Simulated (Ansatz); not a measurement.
Geometry optimisation, Ansatz, RKS BHLYP-D4/STO-3G.

input.yaml

```yaml
crystal:
  periodic: [false, false, false]
  atoms:
    - { symbol: C, position_ang: [0.1926, -1.7465, 0.562] }
    - { symbol: Si, position_ang: [0.2981, -0.4495, -0.8262] }
    - { symbol: S, position_ang: [2.1896, -0.6736, -1.7688] }
    - { symbol: Cl, position_ang: [-1.1171, -0.7725, -2.26] }
    - { symbol: C, position_ang: [0.1684, 1.284, -0.1605] }
    - { symbol: Al, position_ang: [-1.6081, 1.6104, 0.7166] }
    - { symbol: H, position_ang: [-0.8395, -1.6338, 1.0066] }
    - { symbol: H, position_ang: [0.9496, -1.4805, 1.3186] }
    - { symbol: H, position_ang: [0.3006, -2.7031, 0.1804] }
    - { symbol: H, position_ang: [2.8974, -0.3945, -0.5274] }
    - { symbol: H, position_ang: [0.2849, 2.0185, -0.9497] }
    - { symbol: H, position_ang: [0.985, 1.4582, 0.6265] }
    - { symbol: H, position_ang: [-2.6283, 2.7591, 0.1454] }
    - { symbol: H, position_ang: [-2.0861, 0.6946, 1.9654] }
basis:
  gaussian: { orbitals: STO-3G }
hamiltonian:
  xc: { name: BHLYP }
  dispersion: d4
relax:
  f_tol: 0.02
  max_steps: 40
scf:
  lower_state_search: "off"
output:
  orbitals: {}
```

Command:

```bash
$ ansatz run input.yaml --threads 1 --pin off --max-ram 2048MiB --backend cpu --events-out ev --progress --plain --runs-dir out
```

Problem. Where does it end, and by what steps?

Solution. It converged. Limits of this set-up: minimal basis. After 29 steps the energy has fallen by 1.778 eV; H10 moved furthest, 2.21 Å. Joined: Cl4–Al6 (3.84 → 2.40 Å).

| step | energy less start (eV) | largest force component (eV/Å) | accepted |
| --- | --- | --- | --- |
| 0 | 0.0000 | 4.040 | yes |
| 2 | -1.0307 | 1.032 | yes |
| 4 | -1.1383 | 0.157 | yes |
| 6 | -1.1790 | 0.559 | yes |
| 8 | -1.3693 | 0.568 | yes |
| 10 | -1.5465 | 0.638 | yes |
| 12 | -1.5850 | 0.243 | yes |
| 14 | -1.6217 | 0.389 | yes |
| 16 | -1.6730 | 0.215 | yes |
| 18 | -1.7375 | 0.458 | yes |
| 20 | -1.7366 | 0.650 | no |
| 22 | -1.7756 | 0.057 | yes |
| 24 | -1.7770 | 0.028 | yes |
| 26 | -1.7776 | 0.023 | yes |
| 28 | -1.7779 | 0.027 | yes |
| 29 | -1.7780 | 0.012 | yes |

```xyz
14
Properties=species:S:1:pos:R:3
C 0.450 -1.960 0.777
Si 0.476 -0.457 -0.314
S 1.918 -0.679 -1.820
Cl -1.516 -0.480 -1.265
C 0.215 1.196 0.458
Al -1.614 1.596 -0.055
H -0.383 -1.915 1.475
H 1.371 -2.023 1.355
H 0.356 -2.874 0.193
H 1.866 0.608 -2.206
H 0.935 1.916 0.076
H 0.364 1.127 1.532
H -1.792 2.593 -1.141
H -2.660 1.323 0.962
```

Whether the end is a true minimum wasn't checked by a vibrational analysis.

The run took 2 min on 1 thread of Arm Neoverse V2 (shared host), peak memory 0.17 GiB.
